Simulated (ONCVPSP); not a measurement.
**Which setting gave this result? (Ti (Z = 22), ONCV)**

Base potential:

- Element: Ti (Z = 22)
- Generator: ONCVPSP 4.0.1
- Type: optimised norm-conserving Vanderbilt (ONCV)
- Functional: revPBE
- Relativity: scalar-relativistic
- Frozen core: [Ne]
- Valence charge: 12
- Reference configuration: 3s2 3p6 3d2 4s1 (charge +1)
- Partial waves: 3s+4s: rc 1.40 bohr, ncon 5, nbas 9, qcut 10.5 1/bohr, 2 projectors; 3p: rc 1.35 bohr, ncon 4, nbas 9, qcut 10.3 1/bohr, 2 projectors, debl 3.4 Ha; 3d: rc 1.95 bohr, ncon 3, nbas 8, qcut 9.3 1/bohr, 2 projectors, debl 2.4 Ha
- Local potential: polynomial inside 1.20 bohr (lpopt 5, dvloc0 0 Ha)
- Core correction: none

Cutoffs, loose and tight: the cutoffs (Ha) at which the residual kinetic energy of the hardest occupied pseudo-wave falls to 1 and 0.1 mHa per electron. They do not see the model core or the augmentation charge, which bear on the density cutoff. Test errors are all-electron minus pseudo excitation energies from the reference, over the configurations 3s2 3p6 3d2 4s2; 3s2 3p6 3d2 4s0; 3s2 3p6 3d1 4s0; 3s2 3p6 3d2.5 4s1.5; variants that change the core or the reference have their own tests.

Only the scale of all radii (base = 1) is moved (1 further runs of the sweep failed or gave no value and are left out):

```csv
scale of all radii (base = 1),"cutoff, loose","cutoff, tight",bound ghosts,largest test error (meV),median size of the test errors
0.86,40 Ha,47 Ha,none,+47,1.1 meV
0.96,37 Ha,44 Ha,none,+65,1.5 meV
1.03,36 Ha,42 Ha,none,+80,1.9 meV
1.23,31 Ha,37 Ha,none,+140,3.4 meV
1.29,30 Ha,36 Ha,none,+170,4.4 meV
```

**Question.** One more run gave cutoff, loose: 33 Ha; cutoff, tight: 40 Ha; bound ghosts: none; largest test error (meV): +108; median size of the test errors: 2.6 meV. Which value of the scale of all radii (base = 1) was used?

**Answer.** 1.13. The median size of the test errors moves one way along this sweep, from 1.1 meV at 0.86 to 4.4 meV at 1.29, which places the run between 1.03 and 1.23.
